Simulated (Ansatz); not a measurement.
BCl₂H₂N, SMILES `NB(Cl)Cl`. Total charge 0; spin multiplicity 1. All single points use the PBE0-D4/def2-TZVP geometry. It is one conformer, not always the lowest.

```xyz
6

N     0.585   -0.322    0.456
B    -0.416    0.229   -0.325
Cl   -2.026   -0.485   -0.337
Cl   -0.091    1.649   -1.314
H     1.514    0.060    0.487
H     0.434   -1.131    1.032
```

**Question.** What is the dipole moment at PBE/def2-TZVPP? (Best estimate.)

**Answer.** Ansatz gave: 2.77 D, with components (2.00, -1.10, 1.56) D in this frame, pointing from negative to positive charge.

**Question.** And with r2SCAN, B3LYP, ωB97M-V? (Estimate.)

**Answer.** Ansatz gave: r2SCAN 2.81 D, B3LYP 2.77 D, ωB97M-V 2.77 D.

**Question.** Give the Mulliken charges with PBE, B3LYP, ωB97M-V in def2-TZVPP. (Best estimate.)

**Answer.** The calculation gave: 
```
atom    PBE  B3LYP  ωB97M-V
  N1  -0.22  -0.22    -0.18
  B2   0.19   0.23     0.17
 Cl3  -0.16  -0.18    -0.14
 Cl4  -0.16  -0.18    -0.14
  H5   0.18   0.17     0.14
  H6   0.18   0.17     0.14
```

B3LYP here is the variant with VWN-RPA as its local correlation; programs differ in this.
